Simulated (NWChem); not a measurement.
System: SiHF, singlet; SMILES F[SiH]

```xyz
3

Si     0.1001     0.5859     0.0000
H     -1.4500     0.8042     0.0000
F      0.0691    -1.0667     0.0000
```
Atoms are numbered in this order, from 1.

All runs: NWChem. Low-valent species are run as closed-shell singlets; no triplet was tried in these runs. Structure relaxed at the PBE-D3(BJ)/def2-SVP level. Isotropic indirect couplings, all four terms, static geometry, non-relativistic.

Problem. What does the run give for B3LYP/pcJ-1? Quantities: J(29Si atom 1, 1H atom 2) (Hz); J(29Si atom 1, 19F atom 3) (Hz); J(1H atom 2, 19F atom 3) (Hz).

Solution. 
```yaml
J(29Si atom 1, 1H atom 2) (Hz): -10.5
J(29Si atom 1, 19F atom 3) (Hz): 798.4
J(1H atom 2, 19F atom 3) (Hz): 31.6
```
